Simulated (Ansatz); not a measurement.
**Interaction energy ladder**

The pair of HBr (SMILES Br, atoms 1–2) and Br$_{2}$ (SMILES BrBr, atoms 3–4), both closed shells, in one local arrangement (a lower one may exist), relaxed at PBE0-D4/def2-TZVP:

Br1  (0.834, 0.369, -2.047)
H2  (1.825, 1.001, -1.248)
Br3  (-1.871, -0.945, 2.626)
Br4  (-0.788, -0.424, 0.668)
(Å)

Computed with Ansatz 0.2.0 (basis: def2-TZVPPD, with def2-QZVPPD for the basis limit); correlated methods freeze the cores. Filled d shells of the heavier atoms are correlated. The def2 sets are not built for correlating such inner shells, so the correlated values are less sure here. Extrapolation: Hartree–Fock as exp(−7.88 √X), correlation as X^−2.97. Interaction energies count from these two fragments, frozen as in the pair, with the counterpoise correction; negative means bound.

What is the interaction energy by CCSD(T) at an estimated basis limit (MP2 extrapolated from triple and quadruple zeta, plus CCSD(T) − MP2 in triple zeta)? (To be estimated.)

By the calculation: -8.2 kJ/mol. Hartree–Fock alone gives 7.7 kJ/mol at the basis limit, so without correlation the pair would not bind at this distance. Plain CCSD(T) in triple zeta gives -3.3 kJ/mol; the step to the limit is large here, so the limit is uncertain. It counts from the two fragments frozen as in the pair.

Which atoms make the shortest contact between the fragments?

Br1 and Br4, 3.26 Å apart.

Basis-set superposition shift (counterpoise-corrected less uncorrected): CCSD(T) 4.3; MP2 4.3; HF 0.9; PBE0-D4 1.0; wB97M-V 0.8 kJ/mol.

No T1 diagnostic of these runs exceeds 0.007.

For scale, one of the runs: CCSD(T)/def2-TZVPPD, 188 basis functions, launched by `ansatz run in.yaml --threads 4 --pin off --events-out ev --progress --plain --max-ram 9574MiB`. Hardware: 4 CPU threads of an Arm Neoverse V1, shared host. Wall time 100 s; peak host memory 2.1 GiB.
